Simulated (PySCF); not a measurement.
Compound: C5H4O2S.
Bonds: O1–C2 (double), C2–O3, O3–C4, C4–C5 (aromatic), C5–C6 (aromatic), C6–S7 (aromatic), S7–C8 (aromatic), C4–C8 (aromatic). Hydrogens: H9 on C2; H10 on C5; H11 on C6; H12 on C8.

The same species was optimised twice, with GFN2-xTB and with PBE0-D3(BJ)/def2-SVP (PySCF), and the same property calculations (PySCF, gas phase) were run on both structures.

```
     coordinate  GFN2-xTB  PBE0-D3(BJ)/def2-SVP  change
      C2–O3 (Å)     1.324                 1.339  +0.015
      C5–C6 (Å)     1.356                 1.369  +0.013
      O3–C4 (Å)     1.384                 1.374  -0.010
      C4–C5 (Å)     1.419                 1.428  +0.009
      C4–C8 (Å)     1.366                 1.373  +0.007
      C6–S7 (Å)     1.718                 1.715  -0.003
      S7–C8 (Å)     1.710                 1.711  +0.001
      O1=C2 (Å)     1.194                 1.194   0.000
   O1–C2–O3 (°)     128.7                 127.1    -1.6
   C6–S7–C8 (°)      91.3                  92.1    +0.8
   O3–C4–C8 (°)     119.0                 118.3    -0.7
   C2–O3–C4 (°)     123.1                 123.8    +0.7
   C4–C5–C6 (°)     111.6                 110.9    -0.7
   C4–C8–S7 (°)     111.6                 110.9    -0.7
   C5–C4–C8 (°)     113.0                 113.6    +0.6
   O3–C4–C5 (°)     128.0                 128.1    +0.1
O1–C2–O3–C4 (°)         0                     0       0
C2–O3–C4–C5 (°)         6                     3      -3
```

Rotational constants: A = 5437, B = 1094, C = 912.0 MHz (GFN2-xTB) against A = 5396, B = 1094, C = 910.0 MHz (PBE0-D3(BJ)/def2-SVP).

On the GFN2-xTB structure: lowest singlet, TDDFT (eV) 5.63 [CAM-B3LYP/def2-SVPD]; lowest triplet, Tamm–Dancoff (eV) 3.71 [CAM-B3LYP/def2-SVPD]; isotropic polarisability (au) 81.0 [CAM-B3LYP/def2-SVPD]; HOMO (eV) -8.27 [CAM-B3LYP/def2-SVPD]; LUMO (eV) 0.19 [CAM-B3LYP/def2-SVPD]; dipole (D) 1.52 [CAM-B3LYP/def2-SVPD]; HOMO (eV) -7.02 [PBE0/pcSseg-1]; LUMO (eV) -0.80 [PBE0/pcSseg-1]; dipole (D) 1.43 [PBE0/pcSseg-1]; GIAO shielding of O1 (ppm) -110.4 [PBE0/pcSseg-1]; GIAO shielding of C2 (ppm) 25.9 [PBE0/pcSseg-1]; GIAO shielding of O3 (ppm) 97.6 [PBE0/pcSseg-1]; GIAO shielding of C4 (ppm) 32.3 [PBE0/pcSseg-1]; GIAO shielding of C5 (ppm) 60.6 [PBE0/pcSseg-1]; GIAO shielding of C6 (ppm) 54.0 [PBE0/pcSseg-1]; GIAO shielding of S7 (ppm) 327.2 [PBE0/pcSseg-1]; GIAO shielding of C8 (ppm) 67.8 [PBE0/pcSseg-1].

Question: What do these properties become on the PBE0-D3(BJ)/def2-SVP structure?

Answer: 
```json
{"property": "lowest singlet, TDDFT (eV)", "level": "CAM-B3LYP/def2-SVPD", "on GFN2-xTB": "5.63", "on PBE0-D3(BJ)/def2-SVP": "5.55", "change": "-0.08"}
{"property": "lowest triplet, Tamm–Dancoff (eV)", "level": "CAM-B3LYP/def2-SVPD", "on GFN2-xTB": "3.71", "on PBE0-D3(BJ)/def2-SVP": "3.66", "change": "-0.05"}
{"property": "isotropic polarisability (au)", "level": "CAM-B3LYP/def2-SVPD", "on GFN2-xTB": "81.0", "on PBE0-D3(BJ)/def2-SVP": "81.9", "change": "+0.9"}
{"property": "HOMO (eV)", "level": "CAM-B3LYP/def2-SVPD", "on GFN2-xTB": "-8.27", "on PBE0-D3(BJ)/def2-SVP": "-8.19", "change": "+0.08"}
{"property": "LUMO (eV)", "level": "CAM-B3LYP/def2-SVPD", "on GFN2-xTB": "0.19", "on PBE0-D3(BJ)/def2-SVP": "0.16", "change": "-0.03"}
{"property": "dipole (D)", "level": "CAM-B3LYP/def2-SVPD", "on GFN2-xTB": "1.52", "on PBE0-D3(BJ)/def2-SVP": "1.40", "change": "-0.12"}
{"property": "energy, GFN2-xTB geometry as zero (kcal/mol)", "level": "CAM-B3LYP/def2-SVPD", "on GFN2-xTB": "0.0", "on PBE0-D3(BJ)/def2-SVP": "-0.6", "change": "-0.6"}
{"property": "HOMO (eV)", "level": "PBE0/pcSseg-1", "on GFN2-xTB": "-7.02", "on PBE0-D3(BJ)/def2-SVP": "-6.95", "change": "+0.07"}
{"property": "LUMO (eV)", "level": "PBE0/pcSseg-1", "on GFN2-xTB": "-0.80", "on PBE0-D3(BJ)/def2-SVP": "-0.82", "change": "-0.02"}
{"property": "dipole (D)", "level": "PBE0/pcSseg-1", "on GFN2-xTB": "1.43", "on PBE0-D3(BJ)/def2-SVP": "1.31", "change": "-0.12"}
{"property": "energy, GFN2-xTB geometry as zero (kcal/mol)", "level": "PBE0/pcSseg-1", "on GFN2-xTB": "0.0", "on PBE0-D3(BJ)/def2-SVP": "-0.4", "change": "-0.4"}
{"property": "GIAO shielding of O1 (ppm)", "level": "PBE0/pcSseg-1", "on GFN2-xTB": "-110.4", "on PBE0-D3(BJ)/def2-SVP": "-116.4", "change": "-6.0"}
{"property": "GIAO shielding of C2 (ppm)", "level": "PBE0/pcSseg-1", "on GFN2-xTB": "25.9", "on PBE0-D3(BJ)/def2-SVP": "25.6", "change": "-0.3"}
{"property": "GIAO shielding of O3 (ppm)", "level": "PBE0/pcSseg-1", "on GFN2-xTB": "97.6", "on PBE0-D3(BJ)/def2-SVP": "91.9", "change": "-5.7"}
{"property": "GIAO shielding of C4 (ppm)", "level": "PBE0/pcSseg-1", "on GFN2-xTB": "32.3", "on PBE0-D3(BJ)/def2-SVP": "30.8", "change": "-1.5"}
{"property": "GIAO shielding of C5 (ppm)", "level": "PBE0/pcSseg-1", "on GFN2-xTB": "60.6", "on PBE0-D3(BJ)/def2-SVP": "58.4", "change": "-2.2"}
{"property": "GIAO shielding of C6 (ppm)", "level": "PBE0/pcSseg-1", "on GFN2-xTB": "54.0", "on PBE0-D3(BJ)/def2-SVP": "52.0", "change": "-2.0"}
{"property": "GIAO shielding of S7 (ppm)", "level": "PBE0/pcSseg-1", "on GFN2-xTB": "327.2", "on PBE0-D3(BJ)/def2-SVP": "325.6", "change": "-1.6"}
{"property": "GIAO shielding of C8 (ppm)", "level": "PBE0/pcSseg-1", "on GFN2-xTB": "67.8", "on PBE0-D3(BJ)/def2-SVP": "67.7", "change": "-0.1"}
```

The heavy atoms differ by 0.027 Å rms after alignment. Among bonds between heavy atoms C2–O3 changes most (+0.015 Å). Changes are differences of the printed values. Neither structure is proved a minimum here.

Shape of the structure used: `[O:1]=[CH:2][O:3][c:4]1[cH:5][cH:6][s:7][cH:8]1`: O1–C2–O3–C4 0°, C2–O3–C4–C5 3°.
